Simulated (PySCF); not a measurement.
SCF from a fresh guess for singlet ZrS2, at the PBE0 minimum. PySCF input:

```python
from pyscf import gto, scf, dft
mol = gto.M(atom='''
Zr    -0.526010    -0.000000    -0.000000
S      0.739560     1.807840    -0.000000
S      0.739560    -1.807840    -0.000000''',
    basis={'Zr': 'def2-TZVP', 'S': 'def2-TZVP'},
    ecp={'Zr': 'def2-TZVP'},
    charge=0, spin=0)
mf = dft.RKS(mol, xc='PBE0')
mf.grids.atom_grid = (50, 194)
aux = {'Zr': 'def2-universal-JKFIT', 'S': 'def2-universal-JKFIT'}
mf = mf.density_fit(auxbasis=aux)
mf.conv_tol = 1e-08
mf.diis_space = 10
mf.max_cycle = 60
mf.init_guess = 'minao'
mf.verbose = 4
mf.kernel()
```

Excerpt of the output (cycles and frontier levels):

```
init E= -837.94863838402
  HOMO = -0.470293900063643  LUMO = -0.444773911879224  gap/eV = 0.69443
cycle= 1 E= -842.106540440757  delta_E= -4.16  |g|= 2.16  |ddm|= 4.77
  HOMO = -0.156288747807776  LUMO = 0.0358726648310172  gap/eV = 5.22898
cycle= 2 E= -840.72651034807  delta_E= 1.38  |g|= 2.67  |ddm|= 3.57
  HOMO = -0.195602627174011  LUMO = -0.11781004099516  gap/eV = 2.11684
cycle= 3 E= -843.179392795676  delta_E= -2.45  |g|= 0.414  |ddm|= 2.75
  HOMO = -0.251606056881556  LUMO = -0.12226704712016  gap/eV = 3.51949
cycle= 4 E= -843.218753312334  delta_E= -0.0394  |g|= 0.201  |ddm|= 0.539
  HOMO = -0.228673372792881  LUMO = -0.121629094929395  gap/eV = 2.91282
cycle= 5 E= -843.228034153244  delta_E= -0.00928  |g|= 0.0711  |ddm|= 0.22
  HOMO = -0.234001665847819  LUMO = -0.120741489136143  gap/eV = 3.08197
cycle= 6 E= -843.229256329676  delta_E= -0.00122  |g|= 0.0145  |ddm|= 0.0599
  HOMO = -0.23356793349341  LUMO = -0.12135728012777  gap/eV = 3.05341
cycle= 7 E= -843.229321128734  delta_E= -6.48e-05  |g|= 0.00204  |ddm|= 0.0133
  HOMO = -0.233516265699655  LUMO = -0.121316886229918  gap/eV = 3.05310
cycle= 8 E= -843.229322264277  delta_E= -1.14e-06  |g|= 0.000695  |ddm|= 0.00285
  HOMO = -0.233580418286226  LUMO = -0.121376743919256  gap/eV = 3.05322
cycle= 9 E= -843.229322438879  delta_E= -1.75e-07  |g|= 0.000161  |ddm|= 0.000852
  HOMO = -0.23357029590838  LUMO = -0.121379464755018  gap/eV = 3.05287
cycle= 10 E= -843.229322448638  delta_E= -9.76e-09  |g|= 5.31e-05  |ddm|= 0.000229
  HOMO = -0.233573742056562  LUMO = -0.121367439379744  gap/eV = 3.05329
Extra cycle  E= -843.22932244136  delta_E= 7.28e-09  |g|= 0.000166  |ddm|= 0.000158
converged SCF energy = -843.22932244136
```

No lower solution of this spin was found by a stability analysis within the restricted form, which does not test spin polarisation.

The search for the lowest solution, with the stability check, took 1.3 s on 4 threads of a shared AMD EPYC 9B45 (Zen 5) host, with 114 basis functions; the process peaked at 0.36 GiB.
